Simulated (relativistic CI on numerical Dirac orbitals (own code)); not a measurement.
What each ingredient does to the levels of Re7+

Base calculation: Dirac-Coulomb-Breit CI, orbitals from a KLI potential per configuration, model QED (radiative potential, 1s self-energy scaled to tabulated hydrogen-like ionisation energies), unscaled Slater integrals.

Configurations in the expansion (outside the closed core [Kr] 4d10): 4f¹⁴5s²5p⁶, 4f¹⁴5s²5p⁵5d, 4f¹³5s²5p⁶5d, 4f¹⁴5s5p⁶5d, 4f¹⁴5s²5p⁵5f, 4f¹⁴5s²5p⁵6s, 4f¹³5s²5p⁶6s, 4f¹⁴5s²5p⁵5g, 4f¹⁴5s²5p⁵6p, 4f¹⁴5s5p⁶5f, 4f¹³5s²5p⁶6p, 4f¹⁴5p⁶5d², 4f¹⁴5p⁵5d³, 4f¹³5p⁶5d³, 4f¹⁴5p⁵5d²5f, 4f¹⁴5p⁵5d²6s, 4f¹³5p⁶5d²6s. Double excitations out of closed p, d and f shells are left out; levels of such configurations are missing from the list, as are those of other unlisted configurations, and high levels can miss mixing partners. These lack a partner that the ground configuration has and come out too high: 4f¹⁴5s²5p⁵5g, 4f¹⁴5s²5p⁵6p, 4f¹³5s²5p⁶6p.

Variants: (1) valence Slater integrals scaled by 0.9; (2) Breit term removed. Shifts of the energy above 4f¹⁴5s²5p⁶ ¹S0, in cm⁻¹, for the lowest level and the first level of each name with at least 55 % of one term (blank where a level changes its place among those of its configuration and J or its character, or is not in the variant):

| Level | Base | Δ(1) | Δ(2) |
| --- | --- | --- | --- |
| 4f¹⁴5s²5p⁶ ¹S0 | 0 | 0 | 0 |
| 4f¹⁴5s²5p⁵5d ³P°0 | 336831 | +2627 | +600 |
| 4f¹⁴5s²5p⁵5d ³P°1 | 344245 | +2192 | +664 |
| 4f¹⁴5s²5p⁵5d ³F°3 | 356664 | +822 | +623 |
| 4f¹⁴5s²5p⁵5d ³F°4 | 358795 | +1666 | +868 |
| 4f¹⁴5s²5p⁵5d ³D°3 | 380981 | -663 | +841 |
| 4f¹³5s²5p⁶5d ³P°2 | 386567 | +1026 | -1877 |
| 4f¹³5s²5p⁶5d ³H°5 | 392291 | +450 | -1965 |
| 4f¹³5s²5p⁶5d ³H°6 | 402508 | +558 | -1668 |
| 4f¹³5s²5p⁶5d ³H°4 | 409805 | +182 | -1352 |
| 4f¹³5s²5p⁶5d ³G°5 | 412947 | -452 | -1691 |
| 4f¹³5s²5p⁶5d ³P°0 | 414592 | +1193 | -859 |
| 4f¹³5s²5p⁶5d ³G°3 | 421789 | -665 | -1123 |
| 4f¹³5s²5p⁶5d ³D°1 | 422755 | +268 | -898 |

At this charge configurations can still be misplaced by up to about 7 % of their energy. Levels and lines within the n = 5 or 6 shells can be off by up to 10 % or somewhat more, and those that change n by about 2 %, since core polarisation is missing. Levels that differ in their count of f electrons can be misplaced by several ten thousand cm⁻¹, since the correlation energy of f electrons is missing or only estimated; rates across such gaps can be off by orders of magnitude.

Ionisation energy from the two ground configurations alone: base 142.91 eV; Breit term removed 143.03 eV. The NIST ASD value (semi-empirical) is 144.4 eV.

LS names give the leading component of a level, which can be under half, so a name can repeat, a term be missing and a line seem to break the LS rules.
